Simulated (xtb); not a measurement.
FGa, triplet, geometry from GFN2-xTB (such geometries of metal compounds can be far from the true shape) (the spin is typed, not shown lowest); GFN1-xTB in xtb.

The xtb input:
```
$ xtb mol.xyz --gfn 1 --uhf 2 --json

# file mol.xyz
2

Ga    -0.00000000    -0.00000000    -0.43599882
F      0.00000000     0.00000000     1.50177370
```

Problem. Predict the main parts of the log of this xtb run.

Solution. 
```
   ID    Z sym.   atoms
    1   31 Ga     1
    2    9 F      2

           -------------------------------------------------
          |                Calculation Setup                |
           -------------------------------------------------

           -------------------------------------------------
          |                 G F N 1 - x T B                 |
           -------------------------------------------------

          ...................................................
          :                      SETUP                      :
          :.................................................:
          :  # basis functions                  14          :
          :  # atomic orbitals                  13          :
          :  # shells                            5          :
          :  # electrons                        10          :
          :  # halogen bonds                     0          :
          :  max. iterations                   250          :
          :  Hamiltonian                  GFN1-xTB          :
          :  restarted?                      false          :
          :  GBSA solvation                  false          :
          :  PC potential                    false          :
          :  electronic temp.          300.0000000     K    :
          :  accuracy                    1.0000000          :
          :  -> integral cutoff          0.2500000E+02      :
          :  -> integral neglect         0.1000000E-07      :
          :  -> SCF convergence          0.1000000E-05 Eh   :
          :  -> wf. convergence          0.2000000E-04 e    :
          :  Broyden damping             0.4000000          :
          :  net charge                          0          :
          :  unpaired electrons                  2          :
          ...................................................

 iter      E             dE          RMSdq      gap      omega  full diag
   1     -6.2277733 -0.622777E+01  0.370E+00    0.00       0.0  T
   2     -6.2358725 -0.809916E-02  0.419E+00    0.00       1.0  T
   3     -6.2416203 -0.574785E-02  0.312E+00    0.00       1.0  T
   4     -6.2431201 -0.149971E-02  0.479E-01    0.00       1.0  T
   5     -6.2436464 -0.526348E-03  0.529E-02    0.00       1.3  T
   6     -6.2436522 -0.574025E-05  0.193E-03    0.00      36.6  T
   7     -6.2436521  0.336694E-08  0.134E-03    0.00      52.9  T
   8     -6.2436522 -0.349328E-08  0.572E-06    0.00   12370.4  T
   9     -6.2436522 -0.452971E-13  0.374E-06    0.00   18886.4  T

   *** convergence criteria satisfied after 9 iterations ***

 transition dipole moment (au) for excitation:           5           6
     X       Y       Z
  -0.8586  -0.6562   0.0000  total (au/Debye):    1.081   2.747
 dE (eV)             :    7.583
 oscillator strength :  0.30679E+00

         :::::::::::::::::::::::::::::::::::::::::::::::::::::
         ::                     SUMMARY                     ::
         :::::::::::::::::::::::::::::::::::::::::::::::::::::
         :: total energy              -6.243075803061 Eh    ::
         :: gradient norm              0.019426679870 Eh/a0 ::
         :: HOMO-LUMO gap              0.000000000000 eV    ::
         ::.................................................::
         :: SCC energy                -6.243652150538 Eh    ::
         :: -> electrostatic           0.019413922406 Eh    ::
         :: repulsion energy           0.000733747917 Eh    ::
         :: dispersion energy         -0.000157400441 Eh    ::
         :: halogen bond corr.         0.000000000000 Eh    ::
         :: add. restraining           0.000000000000 Eh    ::
         :: total charge               0.000000000000 e     ::
         :::::::::::::::::::::::::::::::::::::::::::::::::::::

           -------------------------------------------------
          |                Property Printout                |
           -------------------------------------------------

    * Orbital Energies and Occupations

         #    Occupation            Energy/Eh            Energy/eV
      -------------------------------------------------------------
         1        2.0000           -0.7975710             -21.7030
         2        2.0000           -0.5396898             -14.6857
         3        2.0000           -0.5112685             -13.9123
         4        2.0000           -0.5112685             -13.9123
         5        1.0000           -0.4553304             -12.3902
         6        0.5000           -0.1766758              -4.8076 (HOMO)
         7        0.5000           -0.1766758              -4.8076 (LUMO)
         8                         -0.0985591              -2.6819
         9                         -0.0956668              -2.6032
        10                         -0.0956668              -2.6032
        11                         -0.0725763              -1.9749
        12                         -0.0725763              -1.9749
        13                          0.0806828               2.1955
      -------------------------------------------------------------
                  HL-Gap            0.0000000 Eh            0.0000 eV
             Fermi-level           -0.3298293 Eh           -8.9751 eV

  Mulliken/CM5 charges         n(s)   n(p)   n(d)
     1Ga    0.28414  0.29311   1.366  1.216  0.134
     2F    -0.28414 -0.29311   1.853  5.431  0.000

Wiberg/Mayer (AO) data.
largest (>0.10) Wiberg bond orders for each atom

 ---------------------------------------------------------------------------
     #   Z sym  total        # sym  WBO       # sym  WBO       # sym  WBO
 ---------------------------------------------------------------------------
     1  31 Ga   1.057 --     2 F    1.057
     2   9 F    1.057 --     1 Ga   1.057
 ---------------------------------------------------------------------------

Topologies differ in total number of bonds
Writing topology from bond orders to xtbtopo.mol

 dipole moment from electron density (au)
     X       Y       Z
   0.0000  -0.0000  -1.2491  total (Debye):    3.175

           -------------------------------------------------
          | TOTAL ENERGY               -6.243075803061 Eh   |
          | GRADIENT NORM               0.019426679870 Eh/α |
          | HOMO-LUMO GAP               0.000000000000 eV   |
           -------------------------------------------------

normal termination of xtb
```
